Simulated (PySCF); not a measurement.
**Os(2+): ionisation energy**

Os(2+) [Xe] 4f14 5d6 (5D) → Os(3+) [Xe] 4f14 5d5 (6S), as a difference of total energies. Computed with PySCF 2.14 in x2c-TZVPPall with one added diffuse shell each of s, p, d, f type (12s8p8d4f1g, 113 functions), with the spin-free X2C one-electron Hamiltonian (Gaussian nucleus). Correlated levels: valence: [Xe] 4f14 frozen. The calculations carry no spin-orbit coupling.

Q: Order these methods by the ionisation energy they give, lowest first.
A. SCS-MP2 (valence)
B. MP2 (valence)
C. UHF
D. CCSD(T) (valence)

A: C (24.941 eV), B (26.109 eV), D (26.234 eV), A (26.305 eV).

A first-order spin-orbit estimate (lowest level to lowest level, LS coupling) adds 0.460 eV.

Errors of the correlated levels include the incompleteness of this basis and the frozen core.

For comparison: 25 ± 1.6 eV (theoretical estimate listed by NIST; NIST Atomic Spectra Database, ionization energies).
